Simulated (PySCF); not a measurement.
Species: (CF3)2P-PF2, C₂F₈P₂.
Numbering: `[F:1][P:2]([F:3])[P:4]([C:5]([F:6])([F:7])[F:8])[C:9]([F:10])([F:11])[F:12]`

The same species was optimised twice, with GFN2-xTB and with PBE0-D3(BJ)/def2-SVP (PySCF), and the same property calculations (PySCF, gas phase) were run on both structures.

```csv
coordinate,GFN2-xTB,PBE0-D3(BJ)/def2-SVP,change
P2–P4 (Å),2.240,2.276,+0.036
C9–F11 (Å),1.338,1.330,-0.008
C5–F7 (Å),1.343,1.336,-0.007
P4–C9 (Å),1.894,1.898,+0.004
P2–F3 (Å),1.606,1.610,+0.004
C5–F8 (Å),1.332,1.328,-0.004
F1–P2 (Å),1.604,1.607,+0.003
P4–C5 (Å),1.897,1.901,+0.004
C9–F10 (Å),1.328,1.325,-0.003
C5–F6 (Å),1.331,1.331,0.000
C9–F12 (Å),1.340,1.341,+0.001
F1–P2–F3 (°),94.2,98.9,+4.7
P2–P4–C9 (°),89.3,93.8,+4.5
P2–P4–C5 (°),92.4,95.9,+3.5
C5–P4–C9 (°),95.3,97.3,+2.0
P4–C5–F6 (°),111.5,110.1,-1.4
P4–C9–F12 (°),108.3,107.0,-1.3
F3–P2–P4 (°),95.3,94.1,-1.2
P4–C9–F11 (°),113.6,114.7,+1.1
F1–P2–P4–C5 (°),166,161,-5
P2–P4–C5–F6 (°),137,146,+9
P2–P4–C9–F10 (°),-178,174,-8
```

Rotational constants: A = 832.4, B = 766.3, C = 486.4 MHz (GFN2-xTB) against A = 818.9, B = 737.7, C = 470.8 MHz (PBE0-D3(BJ)/def2-SVP). Point groups within 0.08 Å: C1 and C1.

On the GFN2-xTB structure: HOMO (eV) -8.30 [PBE0/pcSseg-1]; LUMO (eV) -1.84 [PBE0/pcSseg-1]; dipole (D) 0.20 [PBE0/pcSseg-1]; GIAO shielding of F1/F3 (mean) (ppm) 283.9 [PBE0/pcSseg-1]; GIAO shielding of P2 (ppm) 42.1 [PBE0/pcSseg-1]; GIAO shielding of P4 (ppm) 323.9 [PBE0/pcSseg-1]; GIAO shielding of C5/C9 (mean) (ppm) 49.4 [PBE0/pcSseg-1]; GIAO shielding of F6 (×6) (mean) (ppm) 226.3 [PBE0/pcSseg-1].

Question: What do these properties become on the PBE0-D3(BJ)/def2-SVP structure?

Answer: 
| property | level | on GFN2-xTB | on PBE0-D3(BJ)/def2-SVP | change |
| --- | --- | --- | --- | --- |
| HOMO (eV) | PBE0/pcSseg-1 | -8.30 | -8.21 | +0.09 |
| LUMO (eV) | PBE0/pcSseg-1 | -1.84 | -1.85 | -0.01 |
| dipole (D) | PBE0/pcSseg-1 | 0.20 | 0.48 | +0.28 |
| energy, GFN2-xTB geometry as zero (kcal/mol) | PBE0/pcSseg-1 | 0.0 | -2.2 | -2.2 |
| GIAO shielding of F1/F3 (mean) (ppm) | PBE0/pcSseg-1 | 283.9 | 280.0 | -3.9 |
| GIAO shielding of P2 (ppm) | PBE0/pcSseg-1 | 42.1 | 38.3 | -3.8 |
| GIAO shielding of P4 (ppm) | PBE0/pcSseg-1 | 323.9 | 300.5 | -23.4 |
| GIAO shielding of C5/C9 (mean) (ppm) | PBE0/pcSseg-1 | 49.4 | 50.3 | +0.9 |
| GIAO shielding of F6 (×6) (mean) (ppm) | PBE0/pcSseg-1 | 226.3 | 229.6 | +3.3 |

The heavy atoms differ by 0.121 Å rms after alignment. Among bonds between heavy atoms P2–P4 changes most (+0.036 Å). Changes are differences of the printed values. Neither structure is proved a minimum here.

The values belong to the conformer `[F:1][P:2]([F:3])[P:4]([C:5]([F:6])([F:7])[F:8])[C:9]([F:10])([F:11])[F:12]`: F1–P2–P4–C5 161°, P2–P4–C5–F6 146°, P2–P4–C9–F10 174°.
